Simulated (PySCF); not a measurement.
**How methods differ on the ionisation energy of Ru³⁹⁺**

Ru³⁹⁺ [He] 2s2 2p1 (2P) → Ru⁴⁰⁺ [He] 2s2 (1S), as a difference of total energies. Calculation: PySCF 2.14, in an even-tempered Gaussian basis (19 s from 15 bohr⁻², ratio 2.2; 12 p from 19 bohr⁻², ratio 2.2; 6 d from 75 bohr⁻², ratio 2.4; 5 f from 110 bohr⁻², ratio 2.4; 4 g from 170 bohr⁻², ratio 2.4); scalar relativity by spin-free X2C-1e. Correlated levels: nothing frozen; virtual orbitals above 40 to 60 times the deepest correlated orbital energy dropped. The calculations carry no spin-orbit coupling.

```csv
method,ionisation energy (eV)
UHF,5770.3
LDA,5765.2
PBE,5771.5
PBE0,5771.4
r2SCAN,5773.3
r2SCAN0,5772.8
M06-L,5773.1
MP2 (all electrons),5769.5
SCS-MP2 (all electrons),5769.1
```

A first-order spin-orbit estimate (lowest level to lowest level, LS coupling) adds 96.077 eV.

For this ion Breit and QED terms and the two-electron picture change, all absent here, outweigh the differences among the correlated methods.

For comparison: 5861 ± 4 eV (semi-empirical (NIST evaluation); NIST Atomic Spectra Database, ionization energies).
